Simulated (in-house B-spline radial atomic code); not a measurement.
Ga⁺. Computed with a B-spline radial atomic code. Model: non-relativistic spherical atom: semilocal Troullier-Martins pseudo-atom, one channel per l, against all electrons, high spin, G0W0 and RPA with empty states to l = 8, local potential for every l without a channel, a model core (radius 0 = none) keeps its share of the functional.

The core holds an angular momentum without a channel of its own, so the local potential lets valence electrons into it.

What the tables leave out is listed at the end.

The pseudopotential gives back the lowest level of each angular momentum of its own functional in the configuration it was made in; a second state of the same l is only approximately right. Exact exchange, RPA and GW see the smooth pseudo-orbitals and miss the exchange with the core, for which the functional's share stands in. The column with an uncorrelated core keeps all orbitals and exact exchange, and so separates missing core correlation from pseudisation. Only the three outermost levels and the lowest empty one were computed. RPA here is direct RPA, with no exchange kernel, and its energies carry an (l + 1/2)⁻⁴ tail. A hybrid on a potential with a model core restores only its own semilocal share of the core's exchange.

Command:
```bash
python run_psgw.py task.json out
```
Settings (lengths in bohr, energies in hartree):
```
Z                      31
electrons              30
configuration          [Ar] 3d10 4s2
generated_in           [Ar] 3d10 4s2 4p1
functional             pbe,pbe
core_shells            6
radius_factor          1.3
core_correction        True
ion_configuration      [Ar] 3d10 4s1
```

Run time, properties included: 18 s on 1 thread of Intel(R) Xeon(R) 6975P-C (Granite Rapids), on a shared host.

Given: made with PBE; model core radius 1.613 bohr; local radius 2.614 bohr; mean-field start PBE.

Valence shells of the generating configuration: 4s, 4p.

Channel: s 2.493, p 3.298 (radii in bohr).

Computed: largest level miss in the spin-unpolarised generating configuration 0 eV; valence RPA correlation energy all-electron orbitals -0.075289 hartree; valence RPA correlation energy pseudo -0.081138 hartree; all-electron RPA polarisability, core included 14.799 bohr³; ionisation by mean-field all-electron 20.427 eV; ionisation by RPA all-electron 20.593 eV; ionisation by RPA pseudo minus all 0.654 eV.

```tsv
level	occupied	mean-field all-electron (eV)	mean-field pseudo minus all (eV)	G0W0 all-electron (eV)	G0W0 uncorrelated core minus all (eV)	G0W0 pseudo minus all (eV)	exchange self-energy all-electron (eV)	exchange self-energy pseudo (eV)
4s	1	-16.039	-0.045	-20.482	0.59	0.084	-14.318	-10.963
4p (empty)	0	-9.0913	-0.033	-6.162	0.227	-0.076	-3.9288	-2.0733
```

Problem. What is the ionisation by mean-field pseudo minus all?

Solution. 0.189 eV.

Problem. What is the pseudo-atom RPA polarisability?

Solution. 14.504 bohr³.

Given: mean-field start PBE0.

Computed: valence RPA correlation energy all-electron orbitals -0.065776 hartree; valence RPA correlation energy pseudo -0.07067 hartree; all-electron RPA polarisability, core included 13.449 bohr³; ionisation by mean-field all-electron 20.095 eV; ionisation by RPA all-electron 20.417 eV; ionisation by RPA pseudo minus all -0.034 eV.

```tsv
level	occupied	mean-field all-electron (eV)	mean-field pseudo minus all (eV)	G0W0 all-electron (eV)	G0W0 uncorrelated core minus all (eV)	G0W0 pseudo minus all (eV)	exchange self-energy all-electron (eV)	exchange self-energy pseudo (eV)
4s	1	-16.922	0.199	-20.399	0.58	0.432	-14.087	-10.715
4p (empty)	0	-8.2048	0.005	-6.1214	0.206	-0.02	-3.6334	-1.9818
```

Problem. What is the pseudo-atom RPA polarisability?

Solution. 13.775 bohr³.

Problem. What is the ionisation by mean-field pseudo minus all?

Solution. -0.136 eV.

Among the listed levels the largest G0W0 shift of the pseudo-atom is +0.43 eV, for 4s on the PBE0 start, while leaving the core uncorrelated moves that level by +0.58 eV. The rest, -0.15 eV, comes from pseudisation and the lost core exchange. Not in the tables (levels of low weight, unsolved or above zero; the highest and the empty levels are kept at any weight): no Hartree-Fock pseudo-atom is run with a model core.
